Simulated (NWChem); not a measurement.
System: GeSi2H8; SMILES [SiH2]([GeH3])[SiH3]

```xyz
11

Si     0.5043    -2.4044    -0.0047
Si    -0.9673    -0.5764     0.0079
Ge     0.2358     1.4849    -0.0010
H     -0.2464    -3.6976    -0.0012
H      1.3671    -2.3513    -1.2251
H      1.3838    -2.3544     1.2039
H     -1.8338    -0.6376     1.2275
H     -1.8535    -0.6365    -1.1975
H      1.1219     1.5786    -1.2580
H      1.1446     1.5762     1.2399
H     -0.7287     2.6860     0.0090
```
Atoms are numbered in this order, from 1.

Coordinates come from a PBE0/def2-SVP optimisation. B3LYP is NWChem's, with the RPA form of VWN correlation.

**Question.** Give the principal values of the shielding tensors (ppm) of Si1, Si2, Ge3 from B3LYP/6-31G* (spherical d), GIAO (NWChem), with their diamagnetic and paramagnetic parts as GIAO splits them.

**Answer.** 
```json
[
 {"atom": "Si1", "σ11": "478.5", "σ22": "481.1", "σ33": "489.8", "isotropic": "483.1", "diamagnetic": "882.1", "paramagnetic": "-399.0"},
 {"atom": "Si2", "σ11": "483.1", "σ22": "489.6", "σ33": "492.3", "isotropic": "488.3", "diamagnetic": "881.8", "paramagnetic": "-393.4"},
 {"atom": "Ge3", "σ11": "1781.1", "σ22": "1783.4", "σ33": "1795.8", "isotropic": "1786.8", "diamagnetic": "2759.6", "paramagnetic": "-972.9"}
]
```
